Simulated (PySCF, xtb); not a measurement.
1-bromo-1-methylcyclopropane (C4H7Br), SMILES CC1(Br)CC1.

GFN2-xTB run with xtb 6.7.1 at its own geometry gives an orbital gap of 4.93 eV and a dipole moment of 3.77 D.

Geometry: r2SCAN-D4/def2-SVP.

**Question.** What does PySCF with B3LYP/def2-TZVP give? (The exact figures need the calculation; the answer reports its results.)

**Answer.** gap 6.88 eV (levels -7.22 and -0.34 eV), dipole 2.08 D.
